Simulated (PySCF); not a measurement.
**$^{15}$N chemical shifts**

PySCF 2.14 calculation with GFN2-xTB geometry and GIAO PBE0/pcSseg-1 shieldings; non-relativistic, one computed conformer, gas phase, one averaged value for each set of equivalent atoms.

Shieldings were converted by a linear fit to measured shifts: $^{15}$N: δ = -148.07 − 0.921σ (rms 6.3 ppm, 71 shifts vs CH3NO2, solution or neat liquid). Occasional misses reach two or three times the rms, and more in compound classes unlike the fitted ones.

Question: Give the $^{15}$N shifts of `CC(C)[C@H]1CCNN1C`, `CCCNN(C)C1CC1`, `C#Cc1nn(C=C)nc1C`, `C=CCn1ccc(C#N)n1`, `Cc1nnn2ccccc12`, `O=COCn1cccn1`.

Answer: 
```tsv
compound	environment	δ (ppm)
[CH3:1][CH:2]([CH3:3])[C@H:4]1[CH2:5][CH2:6][NH:7][N:8]1[CH3:9]	N7: nitrogen bonded to O or N	-284.2
[CH3:1][CH:2]([CH3:3])[C@H:4]1[CH2:5][CH2:6][NH:7][N:8]1[CH3:9]	N8: nitrogen bonded to O or N	-289.8
[CH3:1][CH2:2][CH2:3][NH:4][N:5]([CH3:6])[CH:7]1[CH2:8][CH2:9]1	N4: nitrogen bonded to O or N	-273.7
[CH3:1][CH2:2][CH2:3][NH:4][N:5]([CH3:6])[CH:7]1[CH2:8][CH2:9]1	N5: nitrogen bonded to O or N	-303.2
[CH:1]#[C:2][c:3]1[n:4][n:5]([CH:6]=[CH2:7])[n:8][c:9]1[CH3:10]	N4: pyridine-type nitrogen of an azole	-59.3
[CH:1]#[C:2][c:3]1[n:4][n:5]([CH:6]=[CH2:7])[n:8][c:9]1[CH3:10]	N8: pyridine-type nitrogen of an azole	-62.5
[CH:1]#[C:2][c:3]1[n:4][n:5]([CH:6]=[CH2:7])[n:8][c:9]1[CH3:10]	N5: pyrrole-type ring nitrogen	-134.6
[CH2:1]=[CH:2][CH2:3][n:4]1[cH:5][cH:6][c:7]([C:8]#[N:9])[n:10]1	N10: pyridine-type nitrogen of an azole	-58.8
[CH2:1]=[CH:2][CH2:3][n:4]1[cH:5][cH:6][c:7]([C:8]#[N:9])[n:10]1	N9: nitrile nitrogen	-100.9
[CH2:1]=[CH:2][CH2:3][n:4]1[cH:5][cH:6][c:7]([C:8]#[N:9])[n:10]1	N4: pyrrole-type ring nitrogen	-168.0
[CH3:1][c:2]1[n:3][n:4][n:5]2[cH:6][cH:7][cH:8][cH:9][c:10]12	N3: pyridine-type nitrogen of an azole	-32.6
[CH3:1][c:2]1[n:3][n:4][n:5]2[cH:6][cH:7][cH:8][cH:9][c:10]12	N4: pyridine-type nitrogen of an azole	-56.1
[CH3:1][c:2]1[n:3][n:4][n:5]2[cH:6][cH:7][cH:8][cH:9][c:10]12	N5: pyrrole-type ring nitrogen	-130.1
[O:1]=[CH:2][O:3][CH2:4][n:5]1[cH:6][cH:7][cH:8][n:9]1	N9: pyridine-type nitrogen of an azole	-70.5
[O:1]=[CH:2][O:3][CH2:4][n:5]1[cH:6][cH:7][cH:8][n:9]1	N5: pyrrole-type ring nitrogen	-172.4
```

Question: Order these by $^{15}$N shift, lowest first.
A. C#CC(C(N)=O)C(N)=O
B. C#CC(C#N)(C#N)C(F)(F)F
C. COc1[nH]ccp1

Answer: A (-284.1 ppm, amide-type nitrogen), C (-233.5 ppm, pyrrole-type ring nitrogen), B (-102.0 ppm, nitrile nitrogen).
